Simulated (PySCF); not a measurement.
B3LYP has the VWN-RPA correlation part, as in Gaussian. 

Cartesian coordinates (Å):
```xyz
23

W     -0.0804     0.0122     0.4913
O     -0.9273    -1.6489     0.1040
H     -1.7796    -1.8138    -0.3415
C      0.7337    -0.5744     2.3783
H      1.0795    -1.6153     2.1737
H      0.0646    -0.5868     3.2595
H      1.6216     0.0534     2.6092
C      1.7130    -0.4157    -0.6019
H      2.5647     0.2759    -0.4512
H      1.5177    -0.5121    -1.6905
H      1.9905    -1.4256    -0.2164
C     -2.0446     0.6746    -0.2603
H     -2.8409     0.1353     0.3007
H     -2.0609     0.3432    -1.3260
H     -2.2676     1.7555    -0.2322
C     -0.7159     1.5956     1.9013
H     -1.1855     2.4931     1.4568
H      0.1283     1.9230     2.5460
H     -1.4640     1.1037     2.5645
C      0.3750     1.8863    -0.5663
H      1.3125     2.2425    -0.0774
H     -0.3742     2.6963    -0.4951
H      0.6103     1.7071    -1.6372
```
Charge 0, spin multiplicity 1.

**Question.** What LUMO, HOMO, dipole moment, charge on the central atom (Mulliken) and HOMO–LUMO gap does B3LYP-D3(BJ)/def2-TZVP // BP86-D3(BJ)/def2-SVP in PySCF 2.14.0 give?

**Answer.** 
```json
{
  "LUMO": "-2.21 eV",
  "HOMO": "-7.01 eV",
  "dipole_moment": "1.14 D",
  "charge on the central atom (Mulliken)": "1.24 e",
  "HOMO–LUMO gap": "4.81 eV"
}
```
